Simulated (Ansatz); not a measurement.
Basis-set extrapolation for `[SiH3]C1=CCO1` (PBE0-D4/def2-TZVP geometry, frozen core, the Gaussian-basis code of Ansatz). Multiplicity 1, RHF reference.

```csv
,def2-TZVPP,def2-QZVPP
HF,-480.894467,-480.912051
MP2 correlation,-0.840071,-0.898541
CCSD(T) correlation,-0.917684,not run
```

Energies in hartree. Use E(X) = E(∞) + A·exp(−7.88·√X) for Hartree–Fock and E(X) = E(∞) + B·X^(−2.97) for correlation, with X = 3 and 4, and add CCSD(T) minus MP2 of the smaller set to the MP2 limit.

Task: What is the CCSD(T) energy at the basis-set limit?

Result: HF limit: -480.912051 + (-0.017584) × 0.13774 = -480.91447. MP2 limit: -0.898541 + (-0.058470) × 0.74074 = -0.94185. Higher-order term: -0.917684 − (-0.840071) = -0.07761. Total: -481.93393 hartree, 319.7 kJ/mol below CCSD(T)/def2-TZVPP.
